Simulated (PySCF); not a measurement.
NICS in one family of compounds.

NICS is the negative of the GIAO shielding at a point without a nucleus: at the ring centre (0) and 1 Å above and below it (1); zz is the component along the ring normal. Level: GIAO PBE0/pcSseg-1 (PySCF, non-relativistic, gas phase) on the GFN2-xTB geometries, one conformer each. Atom numbers follow the mapped SMILES.

Question: Order these rings by mean NICS(1)zz, lowest (most negative) first (ppm).
A. ring C3–C4–N5–N6–C7–C8 in `[CH:1]#[C:2][c:3]1[cH:4][n:5][n:6][cH:7][c:8]1[CH:9]=[O:10]`
B. ring C3–C4–N5–N6–C7–C8 in `[CH:1]#[C:2][c:3]1[cH:4][n:5][n:6][cH:7][c:8]1[F:9]`
C. ring C3–C4–N5–N6–C7–C8 in `[CH:1]#[C:2][c:3]1[cH:4][n:5][n:6][cH:7][c:8]1[CH:9]=[CH2:10]`
D. ring C3–C4–N5–N6–C7–C8 in `[CH:1]#[C:2][c:3]1[cH:4][n:5][n:6][cH:7][c:8]1[S:9][CH3:10]`

Answer: B (-26.4), A (-25.3), C (-24.0), D (-22.3).

| SMILES | ring | NICS(0) | NICS(1) | NICS(1)zz | HOMA | rms pucker (Å) | ring atoms with four or more neighbours |
| --- | --- | --- | --- | --- | --- | --- | --- |
| C#Cc1cnncc1F | 6-membered ring with 2 N; formal bonds all aromatic | -7.4 | -11.3 | -26.4 | 0.97 | 0.00 | 0 |
| C#Cc1cnncc1C=O | 6-membered ring with 2 N; formal bonds all aromatic | -5.2 | -10.9 | -25.3 | 0.95 | 0.00 | 0 |
| C#Cc1cnncc1C=C | 6-membered ring with 2 N; formal bonds all aromatic | -4.7 | -10.3 | -24.0 | 0.95 | 0.01 | 0 |
| C#Cc1cnncc1SC | 6-membered ring with 2 N; formal bonds all aromatic | -4.7 | -9.8 | -22.3 | 0.93 | 0.00 | 0 |

NICS(0) ties some rings at the printed digit and otherwise keeps the order. The isotropic NICS(1) gives the same order. HOMA uses Krygowski's 1993 parameters. NICS(1) and NICS(1)zz are means over the two faces.
